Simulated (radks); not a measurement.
The numbers below are computed, except where a source is named.
Br V, 31 electrons, occupied as [Ar] 3d8 4s2 4p3 (not the ground configuration).

Code: a radial shooting solver on a logarithmic mesh with Libxc functionals. Model: scalar-relativistic Kohn-Sham, TASK exchange with Perdew-Wang LDA correlation, spin-polarised, spherical densities, finite nucleus; open shells are filled with parallel spins first; meta-GGA in the generalised Kohn-Sham scheme; Fermi nuclear charge, rms radius 4.1629 fm.

Energy parts (eV):
total: -70643.495
kinetic: 72166.807
electron-nucleus: -167893.903
Hartree: 27494.436
exchange-correlation: -2410.835

Orbitals (lengths in bohr, moments of r in powers of bohr):
\begin{tabular}{lrrr}
orbital & occ. & eigenvalue (eV) & <r> \\ \hline
1s up & 1 & -13445.47 & 0.04281 \\
1s down & 1 & -13444.95 & 0.04281 \\
2s up & 1 & -1845.307 & 0.1898 \\
2s down & 1 & -1841.396 & 0.1896 \\
2p up & 3 & -1637.588 & 0.1657 \\
2p down & 3 & -1634.408 & 0.1655 \\
3s up & 1 & -331.0045 & 0.5416 \\
3s down & 1 & -326.2694 & 0.5429 \\
3p up & 3 & -264.3486 & 0.5493 \\
3p down & 3 & -259.2893 & 0.5506 \\
3d up & 5 & -154.2333 & 0.5511 \\
3d down & 3 & -148.1262 & 0.5527 \\
4s up & 1 & -79.1295 & 1.419 \\
4s down & 1 & -72.4871 & 1.437 \\
4p up & 3 & -61.5969 & 1.551 \\
\end{tabular}

The highest occupied level is 4p up at -61.597 eV. The spin density at the nucleus is -1.812 e/bohr^3 (1s -1.635, 2s -5.164, 3s 3.941, 4s 1.046). The density falls to 0.001 e/bohr^3 at r = 3.07 bohr. Spin moment in Bohr magnetons: 5. The electron density at the nucleus is 4.505e+04 e/bohr^3 (large components only). Summed over all electrons, <r^2> = 18.81 bohr^2, which gives a Langevin (diamagnetic) susceptibility term of -14.9 x 10^-6 cm^3/mol.

Empty levels of this run are not shown, since the potential may be unsettled where no density lies.
